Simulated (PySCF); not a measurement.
CH7NSi3, SMILES [Si@H]1([SiH3])N=C[SiH2]1.

The structure is a stationary point at PBE-D3(BJ)/def2-SVP. The structure was generated by enumeration; whether it is a known compound was not checked.

Method: PySCF with TDDFT-CAM-B3LYP/def2-SVPD.

Vertical excitations. The molecule is in vacuum.

Computed lowest excited states:
| state | energy (eV) | λ (nm) | f | main pairs |
|---|---|---|---|---|
| S1 | 3.65 | 340 | 0.000 | HOMO→LUMO 95 % |
| S2 | 5.22 | 237 | 0.001 | HOMO−1→LUMO 93 % |
| S3 | 5.45 | 228 | 0.010 | HOMO→LUMO+1 93 % |
| S4 | 5.61 | 221 | 0.002 | HOMO→LUMO+2 84 % |
| S5 | 5.95 | 208 | 0.054 | HOMO−1→LUMO+1 51 %, HOMO−1→LUMO+2 30 % |
| S6 | 6.11 | 203 | 0.001 | HOMO→LUMO+3 70 %, HOMO→LUMO+5 12 % |
| S7 | 6.41 | 194 | 0.061 | HOMO−1→LUMO+2 40 %, HOMO→LUMO+4 26 %, HOMO−1→LUMO+1 15 % |
| S8 | 6.54 | 189 | 0.105 | HOMO→LUMO+4 49 %, HOMO−1→LUMO+2 8 %, HOMO−1→LUMO+1 8 %, HOMO−1→LUMO+3 8 % |
| S9 | 6.70 | 185 | 0.176 | HOMO−2→LUMO 59 %, HOMO−1→LUMO+1 13 %, HOMO−1→LUMO+3 10 % |
| S10 | 6.77 | 183 | 0.044 | HOMO−1→LUMO+3 45 %, HOMO−2→LUMO+1 13 %, HOMO−1→LUMO+2 11 %, HOMO−2→LUMO 10 % |
| T1 | 2.94 | 422 | 0 | HOMO→LUMO 93 % |
| T2 | 4.51 | 275 | 0 | HOMO−2→LUMO 35 %, HOMO−3→LUMO 23 %, HOMO−1→LUMO 19 %, HOMO−6→LUMO 12 % |
| T3 | 4.98 | 249 | 0 | HOMO−1→LUMO 62 %, HOMO−2→LUMO 15 % |
| T4 | 5.13 | 242 | 0 | HOMO→LUMO+1 41 %, HOMO−1→LUMO+1 31 %, HOMO−1→LUMO 8 % |
Triplets are in the Tamm–Dancoff approximation, which puts them higher than full response would, so one can lie above its singlet here.
